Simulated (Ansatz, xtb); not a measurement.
# Ranking isomers of C3H13NSi2

6 gas-phase structures of C3H13NSi2, from a drawn sample of its isomers (lower ones may exist). Each was relaxed with GFN2-xTB; where two conformers were screened, the lower at r2SCAN-D4/def2-SVP is listed:

A. `CC(C)N([SiH3])[SiH3]`, a singlet
B. `CCC[SiH2]N[SiH3]`, a singlet
C. `CCN([SiH3])[SiH2]C`, a singlet
D. `C[SiH2]N(C)[SiH2]C`, a singlet
E. `CC(C)[SiH2]N[SiH3]`, a singlet
F. `CCN(C)[SiH2][SiH3]`, a singlet

Problem. Which do you expect lowest at r2SCAN-D4/def2-SVP, and how would the others follow?

Solution. Calculated order at r2SCAN-D4/def2-SVP: D (0.0), B (3.4), E (4.8), C (8.4), A (16.2), F (34.7) kcal/mol.

Energies above the lowest of each column, in kcal/mol; the last columns are at B3LYP-D3(BJ)/def2-SVP geometries and were run for some of them only (a dash: not run or not comparable):

| structure | GFN2-xTB | HF/STO-3G | r2SCAN-D4/def2-SVP | B3LYP-D3(BJ)/def2-SVP | CCSD(T)/def2-SVP + ΔMP2/def2-TZVPP |
| --- | --- | --- | --- | --- | --- |
| D | 15.4 | 0.0 | 0.0 | 0.0 | 0.0 |
| B | 7.9 | 7.6 | 3.4 | 2.8 | 3.0 |
| E | 8.1 | 9.7 | 4.8 | 3.5 | 3.6 |
| C | 6.7 | 9.7 | 8.4 | 7.1 | 8.5 |
| A | 0.0 | 20.2 | 16.2 | 14.5 | – |
| F | 28.8 | 29.6 | 34.7 | – | – |

CCSD(T)/def2-SVP + ΔMP2/def2-TZVPP puts D lowest of those it was run on; GFN2-xTB picks A. Some further structures that were screened fall inside this span and aren't listed. Flexible structures stand in one conformer each, not always the lowest. B keeps a small imaginary mode. Frequencies (GFN2-xTB) were run for B, C, D, E alone. ΔMP2 is the change of the MP2 energy from the smaller to the larger basis.

Over these structures GFN2-xTB departs from r2SCAN-D4/def2-SVP by 7.9 kcal/mol on average once a common shift is removed. A GFN2-xTB relaxation took about 0.26 s and the r2SCAN-D4/def2-SVP energy about 2.4 s on a shared host (Ansatz 0.2.0, xtb 6.7.1).
